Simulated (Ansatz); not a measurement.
A run for Ansatz (a first-principles code): R-wB97X-V/def2-TZVPPD on Cl2FH (a complex), monomers drawn apart or pushed together. Files ending in .json are basis or fitting sets from the Basis Set Exchange.

Ansatz 0.2 input:
```yaml
crystal:
  periodic: [false, false, false]
  atoms:
    - {symbol: F, position_ang: [0.45494098, 0.38365637, 0.11229930]}
    - {symbol: H, position_ang: [0.33875157, -0.06119823, 0.92007403]}
    - {symbol: Cl, position_ang: [-0.42703149, 0.41982436, 4.35307644]}
    - {symbol: Cl, position_ang: [-0.01559391, -1.23464798, 3.28219871]}
basis:
  gaussian:
    orbitals: def2-TZVPPD.json
hamiltonian:
  xc: {name: wB97X-V}
scf: {lower_state_search: off}
```

The head of its log:

```
WARN ansatz: RAYON_NUM_THREADS=1 ignored (pool sized by the plan → 1); use --threads N
Functional definition: wB97X-V
these checks for a lower state are left out or cut short: stability, starts, cluster_reference, orbital_swaps, neighbouring_geometries, increment
integrals: 0.10 GiB planned
910 factors; their error is unknown
integrals: 0.13 GiB planned
188 factors; integrals over basis functions are off by at most 7.9e-5 eV
mean field: 0.72 GiB planned
mean field evaluation 1: about -27773.2127 eV, gradient 3.3e1 eV
mean field evaluation 2: about -27773.3622 eV, gradient 3.6e1 eV
```

What total energy does the run end on?

-1020.7123 hartree.
